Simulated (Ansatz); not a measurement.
Reaction (substitution at a C–S bond): `CCSSCC` + `B[SiH2]O` → `B[SiH2]OCC` + `CCSS`

Computed with Ansatz on PBE0-D4/def2-TZVP structures; ΔE is electronic, products minus reactants. CCSD(T)/CBS is the MP2 limit (def2-TZVPP, def2-QZVPP) plus CCSD(T) − MP2 in def2-TZVPP, frozen cores. One conformer a species, not always the lowest.

| species | CCSD(T)/CBS(def2) energy (Eh) |
| --- | --- |
| `CCSSCC` | -953.79652 |
| `B[SiH2]O` | -392.05150 |
| `B[SiH2]OCC` | -470.55751 |
| `CCSS` | -875.27138 |

Work out ΔE.

ΔE = (-470.55751) + (-875.27138) − (-953.79652) − (-392.05150) = 0.01913 Eh = +50.2 kJ/mol.

Largest T1 diagnostic among the species: 0.012.

In def2-TZVPP, CCSD(T) changes the Hartree–Fock value by +17.2 kJ/mol (the triples alone add +3.6 kJ/mol) and MP2 by +27.6 kJ/mol. At CCSD(T), def2-SVP lies −19.6 kJ/mol from the extrapolated value and def2-TZVPP −4.7 kJ/mol.
